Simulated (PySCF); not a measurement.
BeIn⁻ at UHF-MP2

Level: UHF-MP2. PySCF, scalar-relativistic core potentials, basis sets Be aug-cc-pVDZ, In aug-cc-pVDZ-PP with ECP28.

```json
{"state": "³Σ⁻ (triplet), unpaired electrons π ↑↑", "bond length": "2.432 Å", "harmonic wavenumber": "407 cm⁻¹", "force constant": "0.814 mdyn/Å", "rotational constant Be": "0.3411 cm⁻¹", "anharmonicity ωexe": "3.44 cm⁻¹", "vibration–rotation constant αe": "0.00333 cm⁻¹", "well depth De to Be + In⁻": "1.06 eV", "dissociation energy D0": "1.03 eV"}
```

Correlated steps freeze 4 core orbitals. Correlated levels converge slowly with the basis: in double zeta they bind strong bonds too weakly, by up to about 1 eV, and carry superposition errors of some tenths. These are scalar-relativistic numbers at best; spin–orbit coupling would shift them, the dissociation energy most. For an ion De counts to the pair picked by the measured ionisation energies or electron affinities, which need not be the lowest pair at this level. The state was picked by a PBE0 search and need not be the measured ground state.
